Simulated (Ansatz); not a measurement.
Relaxation of CH7BSeSi (11 atoms, charge 0, multiplicity 1), to a largest force component of 0.02 eV/Å in at most 50 steps.

Level of theory: RKS PBE0-D4/def2-SVP in Ansatz.

```xyz
11
Properties=species:S:1:pos:R:3
B -1.114 1.514 -0.178
Si 0.094 0.118 -0.517
C 0.741 -0.499 1.095
Se -0.888 -1.572 -1.601
H -1.702 2.078 -1.115
H -1.391 1.920 0.915
H 1.230 0.620 -1.344
H 1.328 0.345 1.630
H -0.056 -0.860 1.779
H 1.495 -1.321 0.942
H 0.328 -2.401 -1.586
```

Question: Where does it end, and by what steps?

Answer: The forces met the threshold. After 7 steps the energy has fallen by 0.372 eV; H5 moved furthest, 0.27 Å.

```
step  energy less start (eV)  largest force component (eV/Å)  accepted
   0                  0.0000                           2.245       yes
   1                 -0.3029                           0.999       yes
   2                 -0.3445                           0.392       yes
   3                 -0.3608                           0.095       yes
   4                 -0.3680                           0.050       yes
   5                 -0.3710                           0.045       yes
   6                 -0.3545                           0.492        no
   7                 -0.3718                           0.009       yes
```

```xyz
11
Properties=species:S:1:pos:R:3
B -1.222 1.592 -0.249
Si 0.184 0.166 -0.462
C 0.854 -0.570 1.133
Se -0.887 -1.449 -1.711
H -1.905 1.918 -1.191
H -1.415 2.157 0.803
H 1.331 0.746 -1.241
H 1.335 0.218 1.735
H 0.043 -1.016 1.728
H 1.605 -1.348 0.929
H 0.143 -2.470 -1.453
```

Whether the end is a true minimum wasn't checked by a vibrational analysis.

Run time: 11 s on 2 threads of AMD EPYC 9R45 96-Core Processor (Zen 5), with other jobs on the host, peak memory 0.29 GiB.
